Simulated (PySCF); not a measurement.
1-bromo-1,1-difluoroethane (C2H3BrF2), SMILES FC(F)(C)Br. The structure is a stationary point at PBE0-D3(BJ)/def2-SVP.

All values below come from PBE0-D3(BJ)/def2-SVP (PySCF 2.14.0).

Harmonic wavenumbers (cm⁻¹): 255, 275, 308, 328, 416, 546, 657, 922, 989, 1122, 1262, 1269, 1406, 1447, 1450, 3083, 3192, 3217. Rotational constants (GHz): 5.278, 2.065, 2.028; symmetry number 1.

**Question.** Work out the zero-point energy and the ideal-gas rigid-rotor harmonic-oscillator thermochemistry at 298.15 K and 1 atm.

**Answer.** ZPE = ½ Σ hcν = ½ × 22144 cm⁻¹ = 132.45 kJ/mol. H − E(el) = 148.93 kJ/mol. Entropy in J/(mol K): translation 170.81, rotation 113.29, vibration 33.96, total 318.06. G − E(el) = 54.10 kJ/mol. Cp = 83.41 J/(mol K).
